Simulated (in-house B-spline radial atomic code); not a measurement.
Results of a calculation; reference values are marked as such.
## Weak and strong correlation along the adiabatic connection

Two-electron singlets in several external potentials (atomic units), by full CI in B-splines with partial waves to l = 8 (correlation energies up to 0.6 % small). The repulsion is scaled by λ at fixed density; W(λ) is the mean repulsion less the Hartree energy, W(0) = E_x, and the area under W from 0 to 1 is E_xc.

Relative drop (W(λ) − E_x)/E_x:

```csv
system,λ = 0.12,λ = 0.25,λ = 0.4,λ = 0.6,λ = 0.8,λ = 1
"−Z exp(−kr)/r, Z = 1.52, k = 0.106",0.0162,0.0324,0.0495,0.0700,0.0884,0.1048
"−Z/r, Z = 1, wall at 12 bohr",0.0336,0.0645,0.0945,0.1271,0.1535,0.1751
"−V exp(−r²/w²), V = 18.2, w = 2.37",0.0100,0.0202,0.0315,0.0454,0.0583,0.0703
"−Z/r, Z = 0.569, wall at 6.75 bohr",0.0342,0.0649,0.0941,0.1253,0.1502,0.1705
"−Z/r, Z = 0.932, wall at 5.08 bohr",0.0224,0.0439,0.0658,0.0910,0.1125,0.1310
"−Z exp(−kr)/r, Z = 3.43, k = 0.898",0.0064,0.0131,0.0205,0.0300,0.0391,0.0477
"−Z exp(−kr)/r, Z = 8.41, k = 2.15",0.0024,0.0049,0.0078,0.0115,0.0152,0.0189
```

Q: Order the systems by how far second-order (GL2) theory, half the initial slope (estimated from the first points of each curve), overshoots the correlation energy, least first.
A. −Z/r, Z = 1, wall at 12 bohr
B. −Z exp(−kr)/r, Z = 8.41, k = 2.15
C. −Z exp(−kr)/r, Z = 1.52, k = 0.106
D. −Z/r, Z = 0.932, wall at 5.08 bohr
E. −V exp(−r²/w²), V = 18.2, w = 2.37
F. −Z exp(−kr)/r, Z = 3.43, k = 0.898
G. −Z/r, Z = 0.569, wall at 6.75 bohr

A: B (GL2/E_c = 1.03), F (GL2/E_c = 1.09), E (GL2/E_c = 1.14), C (GL2/E_c = 1.22), D (GL2/E_c = 1.33), A (GL2/E_c = 1.45), G (GL2/E_c = 1.53).

Q: What else changes along this order?

A: The ratio follows the bend of the curve. With it the leading natural occupation goes from 1.999 to 1.903 and −T_c/E_c from 0.97 to 0.66 between the first and the last.
